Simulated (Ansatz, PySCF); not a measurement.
This Ansatz (a first-principles code) input computes a B3LYP/def2-TZVPD energy:

Ansatz 0.2 input:
```yaml
crystal:
  periodic: [false, false, false]
  atoms:
    - {symbol: Si, position_ang: [0.12804102, -0.03407509, -0.01577018]}
    - {symbol: C, position_ang: [1.57228033, -1.01353106, 0.10141582]}
    - {symbol: C, position_ang: [-1.31962929, -0.92453588, -0.86755855]}
    - {symbol: O, position_ang: [-0.51740217, 0.48993170, 1.49322793]}
    - {symbol: O, position_ang: [0.21846685, 1.50216904, -0.75033056]}
    - {symbol: H, position_ang: [2.55945641, -0.59993086, 0.29166372]}
    - {symbol: H, position_ang: [1.58071607, -2.02643394, -0.29290112]}
    - {symbol: H, position_ang: [-1.17693713, -0.96333091, -1.95062345]}
    - {symbol: H, position_ang: [-2.26469899, -0.41032040, -0.66631905]}
    - {symbol: H, position_ang: [-1.40964636, -1.95099453, -0.50008118]}
    - {symbol: H, position_ang: [-0.04310509, -0.03412864, 2.14733807]}
    - {symbol: H, position_ang: [-0.16278310, 2.15378619, -0.15461706]}
basis:
  gaussian:
    orbitals: def2-TZVPD
hamiltonian:
  xc: {name: B3LYP}
total_charge: -1
output: {forces: true}
```

Task: Write an input for the same energy in PySCF and say what it gives.

Result: 
```python
from pyscf import gto, scf, dft

mol = gto.M(
    atom='''
    Si    0.12804102   -0.03407509   -0.01577018
    C     1.57228033   -1.01353106    0.10141582
    C    -1.31962929   -0.92453588   -0.86755855
    O    -0.51740217    0.48993170    1.49322793
    O     0.21846685    1.50216904   -0.75033056
    H     2.55945641   -0.59993086    0.29166372
    H     1.58071607   -2.02643394   -0.29290112
    H    -1.17693713   -0.96333091   -1.95062345
    H    -2.26469899   -0.41032040   -0.66631905
    H    -1.40964636   -1.95099453   -0.50008118
    H    -0.04310509   -0.03412864    2.14733807
    H    -0.16278310    2.15378619   -0.15461706
    ''',
    basis='def2-tzvpd',
    charge=-1,
    spin=0,
    verbose=4,
)

mf = dft.RKS(mol, xc='b3lyp').density_fit(auxbasis='def2-universal-jkfit')
mf.grids.level = 3
mf.conv_tol = 1e-9
mf.max_cycle = 100
mf.max_memory = 1500
mf.kernel()
if not mf.converged:
    mf = mf.newton()
    mf.kernel(mf.make_rdm1())
mf.analyze()
```
It gives -520.61133 Eh, and Ansatz -520.61123 Eh, a difference of 0.10 mEh, from the treatment of integrals and grids.

It need not be the lowest isomer of its formula. Whether it binds its extra electron was not tested at this geometry.
